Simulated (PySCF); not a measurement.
## Broadened absorption spectrum of CF3OCF3

Compound: CF3OCF3, C₂F₆O.
Structure used (GFN2-xTB), in Å, numbered top down from 1:
```
atom  x, y, z in Å
F1     1.2689    0.7495   -0.8981
C2     1.1170    0.2004    0.2989
F3     2.2161   -0.4597    0.5971
F4     0.9830    1.1899    1.1721
O5     0.0770   -0.6731    0.3506
C6    -1.0993   -0.3285   -0.2363
F7    -1.0604   -0.4673   -1.5548
F8    -1.4536    0.9237    0.0166
F9    -2.0351   -1.1289    0.2289
```

Level of theory: TDDFT wB97X-D/def2-SVPD, vertical, gas phase, core orbitals frozen in the response in PySCF 2.14.0, density-fitted response routines.

Broadening: Gaussians 0.4 eV wide at half height, area fixed by f = 4.319×10⁻⁹ ∫ε dν̃. The cross-section is σ = 3.8235×10⁻²¹ ε cm², given in Mb (10⁻¹⁸ cm²). The width is an assumption, not a result. The curve ends short of the highest state used, and states not computed would add to its high-energy end.

```tsv
E (eV)	σ (Mb)
11.10	0.00
11.14	0.01
11.19	0.02
11.24	0.05
11.28	0.10
11.33	0.20
11.37	0.32
11.42	0.54
11.47	0.83
11.51	1.10
11.56	1.46
11.61	1.77
11.65	1.94
11.70	2.01
11.75	1.91
11.79	1.73
11.84	1.40
11.89	1.05
11.93	0.78
11.98	0.50
12.02	0.34
12.07	0.20
12.12	0.15
12.16	0.16
12.21	0.26
12.26	0.47
12.30	0.74
12.35	1.22
12.40	1.84
12.44	2.40
```

(1) Where are the band maxima, and which computed states make them?

(2) Does any computed singlet lie in the visible range?

(3) Coming from long wavelengths, where does ε first pass 100 L mol⁻¹ cm⁻¹?

Results:

(1) 106 nm (11.70 eV), ε about 530, made up of S1 (100%) (ε in L mol⁻¹ cm⁻¹; maxima over ε = 5, shares over 10%). At its high-energy end, 12.44 eV, the curve is still rising (ε about 630, from S2). The states used: S1 11.70 eV (f 0.0078); S2 12.61 eV (f 0.014); S3 12.63 eV (f 0.0011); S4 12.65 eV (f 0.0003); S5 12.78 eV (f 0.0006); S6 12.86 eV (f 0.0006); S7 13.01 eV (f 0.0000); S8 13.04 eV (f 0.0082).

(2) No computed singlet lies in the visible range (380 to 750 nm); the lowest, at 106 nm, stands 8.43 eV above its violet end (3.26 eV).

(3) At about 109 nm (11.39 eV), 0.31 eV below S1.
